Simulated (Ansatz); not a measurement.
Z-matrix (Å, degrees):
```
C
Si 1 1.861
H 1 1.093 2 110.3
H 1 1.092 2 110.7 3 -120.2
H 1 1.092 2 110.2 3 119.6
S 2 2.149 1 112.0 3 -178.2
H 2 1.489 1 111.4 3 64.7
H 2 1.488 1 110.8 3 -56.9
S 6 2.059 2 97.1 1 65.0
C 9 1.800 6 102.0 2 90.3
H 10 1.089 9 110.7 6 61.0
H 10 1.090 9 110.9 6 -61.9
H 10 1.093 9 106.0 6 179.6
```

The species carries charge 0 and has multiplicity 1.

(1) List the PBE/def2-TZVPP orbital energies in eV (the Gaussian-basis code of Ansatz). (An estimate is asked.)

Results:

(1) Computed: Occupied: -2396.36, -2396.01, -1779.86, -269.68, -268.66, -209.21, -208.91, -155.42, -155.29, -155.10, -155.07, -154.95, -154.83, -137.56, -94.33, -94.27, -94.25, -20.27, -17.92, -17.28, -15.00, -12.44, -10.88, -10.66, -10.15, -10.10, -9.79, -8.56, -8.40, -8.12, -7.79, -6.05, -5.49. Lowest empty: -1.68, -0.31, -0.10, 0.29, 0.72, 1.13, 1.47, 1.75.
